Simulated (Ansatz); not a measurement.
InSi₂₀H₃₂, a doped nanocrystal cut from the lattice of silicon (In on an inner site). The state is a doublet with charge 0. Geometry PBE-D4/def2-SVP.

Cartesian coordinates in Å:
```
Si -0.7342 4.0804 0.6813
Si -3.6922 1.3765 0.5422
Si -2.8459 0.5599 -3.0210
Si -0.4528 1.5077 3.7160
In 0.1019 0.5709 -0.1158
Si 3.0836 0.8240 2.6774
Si 0.6573 -2.1435 2.6547
Si -2.5964 -2.2836 -0.5029
Si -1.4353 -2.9564 -4.0376
Si 1.3140 -2.6673 -1.2793
Si 4.1664 -2.7082 1.3739
Si -0.2071 3.7268 2.9562
Si -2.9960 3.6031 0.1901
Si 0.8030 3.0331 -0.7928
Si -2.3150 0.0261 -0.7948
Si -1.6191 -0.6762 -4.6101
Si 0.8588 0.1673 2.3073
Si 1.7784 -0.4239 -1.8941
Si 4.6351 -0.3981 1.3929
Si 1.8992 -3.1967 0.9483
Si -0.9014 -3.3251 -1.7701
H -0.5694 5.5699 0.4357
H -5.1510 1.2697 0.1672
H -3.5501 1.0286 2.0013
H -2.6139 2.0323 -3.2614
H -4.3141 0.2884 -3.2506
H -1.9057 1.1140 3.6558
H 0.0003 1.4371 5.1545
H 3.2303 2.2915 2.3535
H 3.4276 0.6462 4.1368
H -0.7918 -2.5527 2.6011
H 1.2296 -2.5920 3.9785
H -3.9260 -2.7775 -1.0222
H -2.4868 -2.6538 0.9533
H -2.7801 -3.5987 -4.2831
H -0.4278 -3.6306 -4.9361
H 2.2062 -3.5364 -2.1475
H 4.4933 -3.2574 2.7421
H 5.0523 -3.4030 0.3693
H -1.0962 4.6600 3.7430
H 1.2208 4.1626 3.1726
H -3.8090 4.5545 1.0359
H -3.2351 3.9596 -1.2566
H 0.5306 3.3875 -2.2316
H 2.2294 3.3731 -0.4484
H -2.3013 -0.5762 -5.9536
H -0.2446 -0.0788 -4.7574
H 3.2283 -0.0769 -1.6939
H 1.3954 -0.1539 -3.3232
H 4.6311 0.1255 -0.0189
H 6.0245 -0.1929 1.9469
H 1.7300 -4.6971 1.0486
H -0.9288 -4.8193 -1.5331
```

In the def2 sets In takes a core potential, while STO-3G treats all electrons; there is no spin–orbit coupling. Single mean-field runs in def2-SVP, def2-mTZVP are fitted with def2-universal-jkfit.

Problem. Estimate the α-spin orbital energies around the gap (eV) in Ansatz with HF/STO-3G, LDA (SPW92)/def2-SVP, PBE-D4/def2-SVP, r2SCAN-D4/def2-SVP, r2SCAN-D4/def2-mTZVP.

Solution. 
```csv
orbital,HF/STO-3G,LDA (SPW92)/def2-SVP,PBE-D4/def2-SVP,r2SCAN-D4/def2-SVP,r2SCAN-D4/def2-mTZVP
HOMO−5,-6.86,-6.63,-6.60,-6.88,-6.88
HOMO−4,-6.77,-6.56,-6.51,-6.79,-6.78
HOMO−3,-6.69,-6.43,-6.39,-6.67,-6.66
HOMO−2,-6.48,-6.17,-6.14,-6.42,-6.43
HOMO−1,-6.04,-6.01,-5.96,-6.23,-6.22
HOMO,-5.79,-5.48,-5.48,-5.79,-5.79
LUMO,7.93,-2.22,-2.11,-2.05,-2.03
LUMO+1,8.30,-2.13,-1.99,-1.94,-1.91
LUMO+2,8.46,-1.92,-1.81,-1.72,-1.71
LUMO+3,8.61,-1.87,-1.73,-1.60,-1.62
LUMO+4,8.79,-1.74,-1.59,-1.50,-1.54
LUMO+5,9.17,-1.69,-1.56,-1.46,-1.45
β HOMO,-5.53,-5.99,-5.94,-6.19,-6.19
β LUMO,1.46,-5.14,-4.98,-4.98,-4.98
```
